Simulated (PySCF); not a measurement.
B3LYP has the VWN-RPA correlation part, as in Gaussian. 

# H$_{2}$In, SMILES `[InH2]` (charge 0, multiplicity 2)

Method: B3LYP-D3(BJ)/def2-TZVP (PySCF).

| Property | Value |
|---|---|
| highest occupied spin orbital | -5.29 eV |
| dipole moment | 0.55 D |
| total energy | -191.3488 Ha |
| cost | very roughly 22 core-seconds |

Bonded distances (Å): In1–H2 1.773, In1–H3 1.773. Bond angles (°): H2–In1–H3 119.7.
Charge 0, spin multiplicity 2.
